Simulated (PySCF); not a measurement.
C3H5BFNO, SMILES C/N=C/B(F)C=O. Atoms are numbered in the order given.

```xyz
12

C     -0.5193    -2.9445     0.0000
N      0.2761    -1.7461     0.0000
C     -0.3230    -0.6032     0.0000
B      0.5141     0.7212     0.0000
F      1.8453     0.7071     0.0000
C     -0.2241     2.1574     0.0000
O     -1.4466     2.2397     0.0000
H     -1.6240    -2.7747     0.0000
H     -0.2408    -3.5603    -0.8831
H     -0.2408    -3.5603     0.8831
H     -1.4422    -0.5309     0.0000
H      0.4088     3.1037     0.0000
```
Charge 0, spin multiplicity 1.

Geometry: PBE-D3(BJ)/def2-SVP. The structure was generated by enumeration; whether it is a known compound was not checked. Other conformers were not sampled.

These are PBE-D3(BJ)/def2-SVP (PySCF) values and carry that method's errors.

Harmonic, unscaled wavenumbers; measured fundamentals usually lie a few per cent lower.

Question: List the normal modes with their intensities. (The exact figures need the calculation; the answer reports its results.)

Answer: 
```csv
mode,ν (cm⁻¹),IR (km/mol),moving atoms (share of kinetic energy)
1,49,7.0,"C 38 %, H 28 %, O 20 %, F 12 %"
2,85,3.7,"H 44 %, C 37 %, O 9 %"
3,109,5.4,"O 36 %, C 27 %, F 18 %, H 13 %"
4,172,2.5,"H 32 %, C 29 %, N 28 %, F 8 %"
5,210,5.9,"F 31 %, C 25 %, O 19 %, N 18 %"
6,223,14.2,"H 68 %, N 23 %"
7,359,3.1,"C 28 %, N 24 %, F 21 %, H 17 %, O 10 %"
8,456,3.5,"F 28 %, C 26 %, O 19 %, H 11 %, B 9 %"
9,477,8.0,"B 58 %, H 28 %, C 9 %"
10,550,59.4,"C 51 %, B 14 %, O 12 %, H 11 %"
11,782,3.9,"C 55 %, H 22 %, F 17 %"
12,869,0.0,"H 69 %, C 24 %"
13,943,13.5,"H 56 %, C 30 %, B 13 %"
14,989,24.7,"C 46 %, N 25 %, H 23 %"
15,1083,1.3,"H 64 %, C 23 %, N 13 %"
16,1107,15.7,"H 60 %, C 19 %, B 12 %"
17,1122,52.9,"B 41 %, H 25 %, N 16 %, C 16 %"
18,1303,65.2,"H 59 %, B 20 %"
19,1328,5.4,"H 60 %, C 20 %, B 11 %"
20,1343,23.3,"H 77 %, C 14 %"
21,1387,6.5,H 97 %
22,1397,159.7,"B 48 %, H 28 %, F 12 %"
23,1407,53.9,"H 90 %, C 9 %"
24,1654,70.8,"C 53 %, N 42 %"
25,1729,47.5,"C 60 %, O 39 %"
26,2730,217.7,H 92 %
27,2894,25.2,H 92 %
28,2897,56.3,H 96 %
29,3010,16.0,"H 91 %, C 9 %"
30,3025,3.5,"H 91 %, C 9 %"
```
